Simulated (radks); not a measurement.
Numerical settings for the chlorine ion Cl14+, [He] 2s1. All-electron calculation, scalar-relativistic Kohn-Sham, r2SCAN, spin-polarised, spherical densities, finite nucleus; open shells are filled with parallel spins first; meta-GGA in the generalised Kohn-Sham scheme; Fermi nuclear charge, rms radius 3.3654 fm. Program: a radial shooting solver on a logarithmic mesh with Libxc functionals. The defaults (mesh step 0.008 in ln r, mesh end at 40 bohr or more with all orbitals vanishing there, Anderson mixing 0.5 over 9 steps, residual threshold near 1e-9 with the energy settled to 1e-9 hartree or 1e-11 of itself, here a cap of 67 iterations) give E = -309.323 hartree and 2s at -787.46 eV in 11 iterations. Run on one thread of a shared host, so times are rough (Arm Neoverse N1): 0.07 s of CPU time, 0.07 s wall, 11 iterations on 2189 mesh points. One setting is changed at a time: mesh step in ln r 0.003; mesh step in ln r 0.08; mesh step in ln r 0.05; mesh end (bohr) 8; mesh end (bohr) 12; residual threshold 1e-16; residual threshold 0.01; mixing 1.5; linear mixing, mixing 0.2; linear mixing, mixing 0.05; mixing history 3; iteration cap 5. Which runs fail to converge, and which converge to a wrong energy?

Answer. Not converged within the cap: mesh step in ln r 0.08; residual threshold 1e-16; linear mixing, mixing 0.2; linear mixing, mixing 0.05; iteration cap 5. Settings that end as converged yet miss the energy by more than 1 mhartree: mesh step in ln r 0.05 (+0.00132 hartree).
